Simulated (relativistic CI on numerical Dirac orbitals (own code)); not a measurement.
## What each ingredient does to the levels of Bi LXIII

Base calculation: Dirac-Coulomb-Breit CI, separate exchange-only KLI orbitals for each configuration, QED by a radiative potential, unscaled Slater integrals.

Configurations in the expansion (outside the closed core [Ne]): 3s²3p⁶3d³, 3s²3p⁵3d⁴, 3s3p⁶3d⁴, 3s²3p⁶3d²4s, 3s²3p⁶3d²4p, 3s²3p⁶3d²4d, 3s²3p⁵3d³4s, 3s²3p⁶3d²4f, 3s²3p⁵3d³4p, 3s3p⁶3d³4s, 3p⁶3d⁴4p, 3s²3p⁶3d4s4p, 3s3p⁶3d³4p, 3s²3p⁶3d²5s, 3s²3p⁶3d²5p, 3s²3p⁶3d4p4d, 3s²3p⁶3d²5d, 3s²3p⁶3d²5f, 3s²3p⁶3d²5g, 3s3p⁶3d²4s4p, 3s²3p⁶3d²6s, 3p⁶3d⁵, 3p⁵3d⁶, 3p⁵3d⁵4s, 3p⁶3d⁴4s, 3p⁵3d⁴4s², 3s²3p⁶3d4s², 3s²3p⁶4s²4p, 3s²3p⁶4s²4d, 3s²3p⁶3d4s4d, 3s²3p⁶4s4p4d, 3s²3p⁶4s4d², 3s²3p⁵3d4s²4d, 3s²3p⁶3d4p², 3s²3p⁶4s4p², 3s²3p⁶4p³, 3s²3p⁶4p²4d, 3s²3p⁵3d4s4p², 3s²3p⁶3d4d², 3s²3p⁶4p4d², 3s²3p⁶4d³, 3s²3p⁵3d4s4d², 3s3p⁶3d²4s², 3s3p⁶3d4s²4p, 3s3p⁶3d4s²4d. Double excitations out of closed p, d and f shells are left out; levels of such configurations are missing from the list, as are those of other unlisted configurations, and high levels can miss mixing partners. These lack a partner that the ground configuration has and come out too high: 3s²3p⁵3d³4p.

Variants: (1) P86 correlation estimate; (2) QED terms removed; (3) only the first 3 configurations. Shifts of the energy above 3s²3p⁶3d³ ²D3/2, in eV, for the lowest level and the first level of each name with at least 55 % of one term (blank where a level changes its place among those of its configuration and J or its character, or is not in the variant):

```json
{"Level": "3s²3p⁶3d³ ²D3/2", "Base": "0.000", "Δ(1)": "0.000", "Δ(2)": "0.000", "Δ(3)": "0.000"}
{"Level": "3s²3p⁶3d³ ⁴F5/2", "Base": "116.766", "Δ(1)": "0.000", "Δ(2)": "-0.313", "Δ(3)": "-0.104"}
{"Level": "3s²3p⁶3d³ ⁴P1/2", "Base": "130.597", "Δ(1)": "0.000", "Δ(2)": "-0.310", "Δ(3)": "-0.088"}
{"Level": "3s²3p⁶3d³ ⁴F7/2", "Base": "243.582", "Δ(1)": "0.000", "Δ(2)": "-0.625", "Δ(3)": "-0.155"}
{"Level": "3s²3p⁶3d³ ²P1/2", "Base": "259.552", "Δ(1)": "0.000", "Δ(2)": "-0.624", "Δ(3)": "-0.121"}
{"Level": "3s²3p⁶3d³ ²H11/2", "Base": "259.787", "Δ(1)": "0.000", "Δ(2)": "-0.627", "Δ(3)": "-0.189"}
{"Level": "3s²3p⁶3d³ ²F7/2", "Base": "271.541", "Δ(1)": "0.000", "Δ(2)": "-0.622", "Δ(3)": "-0.142"}
{"Level": "3s²3p⁵3d⁴ ²I°13/2", "Base": "593.716", "Δ(1)": "+0.450", "Δ(2)": "+0.744", "Δ(3)": "-0.523"}
```

At this charge energies of transitions that change n are usually good to better than 1 %, and those within a shell (Δn = 0) to a few per cent.

Ionisation energy from the two ground configurations alone: base 6804.44 eV; P86 correlation estimate 6806.42 eV. The NIST ASD value (theoretical) is 6804 eV.

LS names give the leading component of a level, which can be under half, so a name can repeat, a term be missing and a line seem to break the LS rules.
